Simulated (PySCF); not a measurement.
Excitations are Tamm–Dancoff values on a coarser integration grid. The basis has no diffuse functions, so Rydberg states are missing or too high.

Z-matrix (Å, degrees):
```
Al
F 1 1.6503
N 1 1.7552 2 118.01
H 3 1.0057 1 125.63 2 179.95
H 3 1.0062 4 110.48 1 179.96
N 1 1.7552 2 117.94 3 -179.95
H 6 1.0057 1 125.75 2 179.90
H 6 1.0062 7 110.48 1 179.94
```
Charge 0, spin multiplicity 1.

Question: Estimate the HOMO, total energy, HOMO–LUMO gap, S1 excitation (TDA), LUMO, T1 excitation (TDA), brightest of the four lowest singlets (TDA) and S1–T1 gap (TDA) that PBE-D3(BJ)/def2-TZVP // CAM-B3LYP-D3(BJ)/def2-TZVP (PySCF) returns for this input.

Answer: 
```
Quantity                                           Result
-------------------------------------------  ------------
HOMO                                             -5.74 eV
total energy                                 -454.0803 Ha
HOMO–LUMO gap                                     4.86 eV
S1 excitation (TDA)                               4.96 eV
LUMO                                             -0.89 eV
T1 excitation (TDA)                               4.68 eV
brightest of the four lowest singlets (TDA)       5.62 eV
S1–T1 gap (TDA)                                   0.28 eV
```
